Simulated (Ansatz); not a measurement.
Reaction (formal exchange of groups at a Mg–H bond): `[MgH][O][SiH3]` + `C/N=C(\C)N` → `[NH2][Mg][O][SiH3]` + `C/C=N/C`

Calculated with Ansatz (gas phase, PBE0-D4/def2-TZVP geometries, no zero-point term in ΔE). CBS: MP2 limit from def2 TZ/QZ plus the TZ coupled-cluster correction, frozen cores. Double bonds are as drawn, so ΔE can hold a change between cis and trans. For Mg outer-core shells are correlated without core-valence functions, which leaves a few kJ/mol of doubt a bond. One conformer a species, not always the lowest.

| species | CCSD(T)/CBS(def2) energy (Eh) |
| --- | --- |
| `[MgH][O][SiH3]` | -566.62487 |
| `C/N=C(\C)N` | -228.36545 |
| `[NH2][Mg][O][SiH3]` | -621.97224 |
| `C/C=N/C` | -173.04842 |

(1) Work out ΔE.

Largest T1 diagnostic among the species: 0.012.

Answers

(1) ΔE = (-621.97224) + (-173.04842) − (-566.62487) − (-228.36545) = -0.03034 Eh = -0.83 eV.

The D4 term adds +0.08 eV with B3LYP and +0.04 eV with PBE0; it sums over pairs of atoms, weighted by their polarisabilities, and B3LYP, whose exchange is more repulsive, gets the larger term.

B3LYP here is the variant with VWN-RPA as its local correlation; programs differ in this.
